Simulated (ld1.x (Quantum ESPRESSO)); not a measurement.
## Before and after: RRKJ potential for C (Z = 6)

ld1.x (Quantum ESPRESSO) 7.5 input, shortened:

```
&input
   title='C', zed=6., rel=1, dft='BLYP', iswitch=3,
   config='[He] 2s2 2p2'
 /
 &inputp
   pseudotype=2, tm=.false., rho0=0.005, lloc=1,
   nlcc=.true., new_core_ps=.true.
 /
2
2S  1  0   2.00   0.00  1.00  1.00  0.0
2P  2  1   2.00   0.00  3.00  3.00  0.0
 &test
   configts(1)='2s2 2p2'
 /
```

Change: wave 2p (bound): rc 3.00 bohr becomes 2p (bound): rc 4.50 bohr.

Cutoffs: the cutoffs (Ry, on a coarse ladder) from which the occupation-weighted sum of valence levels, in a spherical-Bessel basis at the reference potential, stays within 10 and 1 mRy of its value at 400 Ry; they do not see the model core or the augmentation charge, which bear on the density cutoff. Errors are all-electron minus pseudo energies relative to the spin-unpolarised reference configuration.

How do hardness, ghosts and transferability respond?

The potential gets neither clearly harder nor softer (60 Ry and 100 Ry → 60 Ry and 100 Ry); the s channel sets the loose cutoff, while the largest relative change is in p, which becomes softer; of the 7 tests that both files solve, the error grows in 7 and shrinks in 0 by more than 15 % and 0.3 meV (median size 128.1 → 527.6 meV); neither file shows a bound ghost at the reference potential, the only one tested. More of the atom is replaced by a form fitted at one configuration, so other configurations suffer.

```csv
quantity,base,changed
"cutoff, loose",60 Ry,60 Ry
"cutoff, tight",100 Ry,100 Ry
loose cutoff by channel (10 mRy a level),"s 50 Ry, p 15 Ry","s 50 Ry, p 8 Ry"
bound ghosts,none,none
"error for 2s2 2p1, meV [ΔE 10.83 eV]",+128,+528
"error for 2s2 2p0, meV [ΔE 35.00 eV]",+1203,+3499
"error for 2s1 2p0, meV [ΔE 83.16 eV]",+2329,+6576
"error for 2s1 2p3, meV [ΔE 8.39 eV]",-34,-177
"error for 2s2 2p1.5, meV [ΔE 3.94 eV]",+16,+90
"error for 2s2 2p2.3, meV [ΔE -1.14 eV]",-0.3,+10
"error for 2s0 2p4, meV [ΔE 16.81 eV]",-129,-677
```

Changed file: These tests converged, but a pseudo level misses the all-electron one widely, so the file describes the atom poorly there or has found another state: 2s2 2p0: empty 2p by 4.9 eV; 2s1 2p0: empty 2p by 8.0 eV.
